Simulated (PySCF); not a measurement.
PySCF 2.14 output of an unrestricted BLYP calculation on a single atom or ion in x2c-QZVPPall with one added diffuse shell each of s, p, d, f, g type (14s9p8d5f3g, 143 functions), with the spin-free X2C one-electron Hamiltonian (Gaussian nucleus):

```
SCF conv_tol = 1e-09
number electrons alpha = 24  beta = 22
    A. D. Becke.,  Phys. Rev. A 38, 3098 (1988)
    C. Lee, W. Yang, and R. G. Parr.,  Phys. Rev. B 37, 785 (1988)
    B. Miehlich, A. Savin, H. Stoll, and H. Preuss.,  Chem. Phys. Lett. 157, 200 (1989)
cycle= 1 E= -5315.17952792262  delta_E= -0.0328  |g|= 0.0858  |ddm|= 0.383
cycle= 2 E= -5315.17863635382  delta_E= 0.000892  |g|= 0.117  |ddm|= 0.122
cycle= 3 E= -5315.18085344901  delta_E= -0.00222  |g|= 0.00606  |ddm|= 0.0583
cycle= 4 E= -5315.18085838898  delta_E= -4.94e-06  |g|= 0.000673  |ddm|= 0.00342
cycle= 5 E= -5315.18085847573  delta_E= -8.68e-08  |g|= 8.74e-05  |ddm|= 0.000395
cycle= 6 E= -5315.18085847725  delta_E= -1.53e-09  |g|= 9.86e-06  |ddm|= 4.88e-05
cycle= 7 E= -5315.18085847727  delta_E= -1.36e-11  |g|= 1.75e-06  |ddm|= 1.01e-05
converged SCF energy = -5315.18085847727  <S^2> = 2.0004226  2S+1 = 3.0002817
```

The run itself started from symmetry-adapted Hartree-Fock orbitals and held the occupation by maximum overlap, on a logarithmic radial grid, so the iterations belong to that start.

Which element, charge and spin multiplicity is this?

Ag⁺ (silver, charge +1), multiplicity 3; the state was [Kr] 4d9 5s1, high-spin 3D determinant (an excited configuration).
